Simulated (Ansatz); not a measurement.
Input file:

```yaml
crystal:
  periodic: [false, false, false]
  atoms:
    - { symbol: "N", position_ang: [0.6934, -2.4321, 0.9342] }
    - { symbol: B, position_ang: [0.8772, -0.9005, 1.1421] }
    - { symbol: Cl, position_ang: [0.4246, -0.1483, 2.7638] }
    - { symbol: "N", position_ang: [1.6463, -0.0445, 0.0696] }
    - { symbol: Si, position_ang: [0.3996, 0.2402, -1.266] }
    - { symbol: Sn, position_ang: [-1.5221, 1.6517, -0.3994] }
    - { symbol: H, position_ang: [1.0144, -2.6317, -0.0291] }
    - { symbol: H, position_ang: [-0.3507, -2.5165, 0.9172] }
    - { symbol: H, position_ang: [1.79, 0.8943, 0.5346] }
    - { symbol: H, position_ang: [-0.1079, -1.0262, -1.7547] }
    - { symbol: H, position_ang: [1.0592, 0.9794, -2.311] }
    - { symbol: H, position_ang: [-2.3062, 0.7753, 0.9091] }
    - { symbol: H, position_ang: [-0.9552, 3.1805, 0.2032] }
    - { symbol: H, position_ang: [-2.6756, 1.9494, -1.685] }
basis:
  gaussian: { orbitals: def2-SVP }
hamiltonian:
  xc: b3lyp
relax:
  f_tol: 0.015
  max_steps: 40
```

Command:

```bash
$ ansatz run input.yaml --threads 2 --pin off --max-ram 3072MiB --backend cpu --events-out ev --progress --plain --runs-dir out
```

Hardware: 2 threads of Arm Neoverse V1, with other jobs on the host.

Question: Roughly how long does this run take, and how much memory?

Answer: 3 min, with a peak of 0.47 GiB, for 23 ionic steps.
